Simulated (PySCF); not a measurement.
A structure optimised at PBE-D3(BJ)/def2-SVP, used in a PySCF frequency run:

```xyz
10

O      0.1344    -2.0102     0.0000
C     -0.0651    -0.6792     0.0000
C     -1.1759     0.1399     0.0000
C     -0.6504     1.4821     0.0000
C      0.7159     1.3702     0.0000
O      1.0783     0.0396     0.0000
H     -0.7396    -2.4401     0.0000
H     -2.2258    -0.1711     0.0000
H     -1.2269     2.4139     0.0000
H      1.5433     2.0846     0.0000
```
Charge 0, spin multiplicity 1.

Problem. Write its SMILES, formula and point group.

Solution. Oc1ccco1, C₄H₄O₂, Cs

Problem. What are its rotational constants (standard atomic weights)?

Solution. 9.0092, 3.7242, 2.6350 GHz
